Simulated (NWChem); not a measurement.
Species: C$_{2}$H$_{7}$O cation; SMILES [OH2+]CC

```xyz
10

C      0.2800    -1.2776     0.0000
C     -0.6073    -0.0758     0.0000
O      0.1964     1.2190     0.0000
H     -0.3734    -2.1651     0.0000
H      0.9072    -1.3419    -0.9018
H      0.9072    -1.3419     0.9018
H     -1.2308     0.0392     0.8957
H     -1.2308     0.0392    -0.8957
H      0.7484     1.3517    -0.7956
H      0.7484     1.3517     0.7956
```
Atoms are numbered in this order, from 1.

Level: PBE0/def2-SVP (NWChem), optimised geometry, unscaled harmonic frequencies. 

```json
[
 {"frequency (cm⁻¹)": "216", "IR intensity (km/mol)": "60.2"},
 {"frequency (cm⁻¹)": "276", "IR intensity (km/mol)": "0.2"},
 {"frequency (cm⁻¹)": "377", "IR intensity (km/mol)": "19.4"},
 {"frequency (cm⁻¹)": "694", "IR intensity (km/mol)": "369.5"},
 {"frequency (cm⁻¹)": "740", "IR intensity (km/mol)": "22.7"},
 {"frequency (cm⁻¹)": "796", "IR intensity (km/mol)": "8.1"},
 {"frequency (cm⁻¹)": "928", "IR intensity (km/mol)": "0.3"},
 {"frequency (cm⁻¹)": "971", "IR intensity (km/mol)": "36.9"},
 {"frequency (cm⁻¹)": "1131", "IR intensity (km/mol)": "22.7"},
 {"frequency (cm⁻¹)": "1213", "IR intensity (km/mol)": "3.5"},
 {"frequency (cm⁻¹)": "1333", "IR intensity (km/mol)": "8.5"},
 {"frequency (cm⁻¹)": "1372", "IR intensity (km/mol)": "3.3"},
 {"frequency (cm⁻¹)": "1399", "IR intensity (km/mol)": "34.5"},
 {"frequency (cm⁻¹)": "1453", "IR intensity (km/mol)": "21.4"},
 {"frequency (cm⁻¹)": "1471", "IR intensity (km/mol)": "9.7"},
 {"frequency (cm⁻¹)": "1476", "IR intensity (km/mol)": "8.9"},
 {"frequency (cm⁻¹)": "1654", "IR intensity (km/mol)": "107.5"},
 {"frequency (cm⁻¹)": "3067", "IR intensity (km/mol)": "6.1"},
 {"frequency (cm⁻¹)": "3144", "IR intensity (km/mol)": "0.0"},
 {"frequency (cm⁻¹)": "3165", "IR intensity (km/mol)": "6.6"},
 {"frequency (cm⁻¹)": "3177", "IR intensity (km/mol)": "0.2"},
 {"frequency (cm⁻¹)": "3227", "IR intensity (km/mol)": "3.2"},
 {"frequency (cm⁻¹)": "3681", "IR intensity (km/mol)": "201.2"},
 {"frequency (cm⁻¹)": "3766", "IR intensity (km/mol)": "314.9"}
]
```

| Item | Result |
|---|---|
| zero-point energy | 58.2 kcal/mol |
| thermal correction to the enthalpy at 298.15 K (with zero-point energy) | 61.7 kcal/mol |
| heat capacity Cv | 15.2 cal/(mol K) |
| entropy at 298.15 K and 1 atm (symmetry number 1) | 65.9 cal/(mol K) |

Rigid rotor and harmonic oscillator.
